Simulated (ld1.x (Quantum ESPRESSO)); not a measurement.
Configuration tests for oxygen (ultrasoft)

```
Element                 : O (Z = 8)
Generator               : ld1.x (Quantum ESPRESSO) 7.5
Type                    : ultrasoft
Functional              : PBE
Relativity              : scalar-relativistic
Frozen core             : [He]
Valence charge          : 6
Reference configuration : 2s2 2p4
Partial waves           : 2s (bound): rcut 0.65, rcutus 0.90 bohr; 2s channel at 1.9 Ry: rcut 0.65, rcutus 0.90 bohr; 2p (bound): rcut 2.05, rcutus 2.20 bohr; 2p channel at -0.15 Ry: rcut 2.05, rcutus 2.20 bohr; 3d channel at -0.1 Ry: rc 1.90 bohr
Local potential         : the d channel
Core correction         : a·sin(br)/r model core inside 0.45 bohr
Augmentation charge     : PSQ, inside the norm-conserving radii
```

Energies are relative to the spin-unpolarised reference configuration 2s2 2p4; without spin polarisation the order of configurations can differ from experiment.

Task: Give the all-electron excitation energy and the error of the potential for: 2s2 2p3; 2s2 2p2; 2s2 2p1; 2s1 2p5; 2s2 2p0; 2s2 2p3.5; 2s2 2p4.3.

Result:

```csv
valence configuration,charge,ΔE all-electron (eV),error AE − PS (meV)
2s2 2p3,+1,16.431,+75
2s2 2p2,+2,50.017,+511
2s2 2p1,+3,103.886,+1788
2s1 2p5,0,14.950,+4.1
2s2 2p0,+4,180.791,+4635
2s2 2p3.5,+0.5,6.286,+14
2s2 2p4.3,-0.3,-2.123,+2.9
```

Levels in the configuration 2s2 2p2:

```csv
level,all-electron (eV),pseudo (eV)
2s,-58.346,-58.130
2p,-43.242,-42.484
```
